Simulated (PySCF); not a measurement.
Species: GeF2H2.
Bonds: Ge1–F2, Ge1–F3. Hydrogens: H4, H5 on Ge1.

A GFN2-xTB structure was refined with PySCF, PBE0-D3(BJ)/def2-SVP geometry optimisation, gas phase. Its GFN2-xTB values:

```
coordinate  GFN2-xTB
    Ge1–F2   1.721 Å
    Ge1–H4   1.490 Å
 F2–Ge1–F3    102.0°
 F2–Ge1–H4    106.6°
 H4–Ge1–H5    125.8°
```

How do these coordinates change at the PBE0-D3(BJ)/def2-SVP level?

```tsv
coordinate	PBE0-D3(BJ)/def2-SVP (Å or °)	change
Ge1–H4	1.529	+0.039
Ge1–F2	1.728	+0.007
H4–Ge1–H5	119.0	-6.8
F2–Ge1–F3	104.8	+2.8
F2–Ge1–H4	108.0	+1.4
```

The energy falls by 1.4 kcal/mol over 8 energy and gradient evaluations, the largest force component goes from 0.0134 to 1.1e-04 Eh/bohr, and the atoms move by 0.045 Å rms after alignment. Among the bonds, Ge1–H4 and Ge1–H5 change most and about equally (+0.039 Å). Bonds longer at the end by more than 0.005 Å: 4 of 4; shorter: 0. Rotational constants go from 14392, 7068, 5078 to 14870, 6763, 4968 MHz.

The run used 70 basis functions and 45 SCF cycles in all. Hardware: Arm Neoverse V2, one thread (shared host). Cost: 9.4 s of wall time.

Whether it is a minimum is left open (no frequencies).
